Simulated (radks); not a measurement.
Values are calculated unless marked as measured or tabulated.
Problem. Valence configurations of Lu+ (all share [Xe]). Code: a radial shooting solver on a logarithmic mesh with Libxc functionals. Model: Dirac Kohn-Sham, PBE, spin-unpolarised, spherical densities, finite nucleus; open shells are shared between the two j in proportion to 2j + 1; Fermi nuclear charge, rms radius 5.37 fm. Order these by energy: 4f11 5d2 6s1 6p2; 4f14 5d1.5 6s0.5; 4f13 6s2 6p1; 4f12 5d1 6s1 6p2; 4f14 6s2; 4f14 5d1 6s1; 4f13 5d1 6s2; 4f14 6s1 6p1; 4f12 6s2 6p2; 4f13 6s1 6p2.

Solution. From the lowest, in eV above it: 4f14 6s2 0.000; 4f14 5d1 6s1 2.107; 4f14 5d1.5 6s0.5 3.322; 4f14 6s1 6p1 4.511; 4f13 5d1 6s2 12.167; 4f13 6s2 6p1 16.788; 4f13 6s1 6p2 22.103; 4f12 5d1 6s1 6p2 42.257; 4f12 6s2 6p2 44.376; 4f11 5d2 6s1 6p2 69.303. NIST lists [Xe] 4f14 6s2 as the ground configuration; this level of theory agrees among the configurations tried. The energies are those of spherical spin-averaged densities, not of single terms.
